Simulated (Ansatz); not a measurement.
Harmonic frequencies (cm⁻¹) at PBE0-D4/def2-TZVP from Ansatz: 109, 204, 235, 494, 599, 693, 757, 761, 799, 842, 1039, 1106, 1139, 1465, 2270, 2713, 3099, 3179.

Each molecule was computed in one conformer, which needn't be the lowest.

Which molecule is it?
A. `O=CS[SiH3]`
B. `OC1[SiH2]S1`
C. `B[Si](O)(F)F`
D. `S[SiH]1CO1`

D.
